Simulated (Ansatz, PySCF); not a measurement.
Noncovalent pair: CHN (SMILES C#N) (first 3 atoms) with C2H3N (SMILES CC#N); geometry from B3LYP-D3(BJ)/def2-TZVP.
(charge 0, multiplicity 1):
```xyz
9

C      0.33630     0.29153     0.28051
N     -0.60583    -0.34621     0.13865
H      1.21049     0.88082     0.45005
C     -0.66687    -0.63006     3.69109
C      0.50122     0.19423     3.43624
N      1.41888     0.84439     3.19657
H     -1.37861    -0.09237     4.31761
H     -1.14214    -0.87802     2.74042
H     -0.37544    -1.55117     4.19593
```

Basis-set superposition error: the interaction energy with monomers in their own basis, and in the dimer's basis (counterpoise).

Codes used: Ansatz (a program for electronic structure); PySCF for 6-31G* rows. Values without a source in brackets are computed.

| level | uncorrected (kcal/mol) | counterpoise (kcal/mol) | difference |
|---|---|---|---|
| HF/6-31G* | -3.44 | -2.66 | 0.78 |
| HF/aug-cc-pVDZ | -3.07 | -2.89 | 0.18 |
| SVWN5/def2-TZVPPD | -6.64 | -6.54 | 0.10 |
| r2SCAN/def2-TZVPPD | -4.64 | -4.58 | 0.05 |
| B97M-V/def2-TZVPPD | -4.92 | -4.89 | 0.04 |
| BHLYP/def2-TZVPPD | -3.89 | -3.84 | 0.05 |
| wB97M-V/def2-TZVPPD | -5.06 | -4.99 | 0.07 |
| MP2/6-31G* | -4.80 | -3.37 | 1.43 |
| SCS-MP2/aug-cc-pVDZ | -4.77 | -3.84 | 0.93 |
| CCSD/aug-cc-pVDZ | -4.70 | -3.87 | 0.83 |

The error is largest for MP2/6-31G* (1.43 kcal/mol) and smallest for B97M-V/def2-TZVPPD (0.04 kcal/mol).
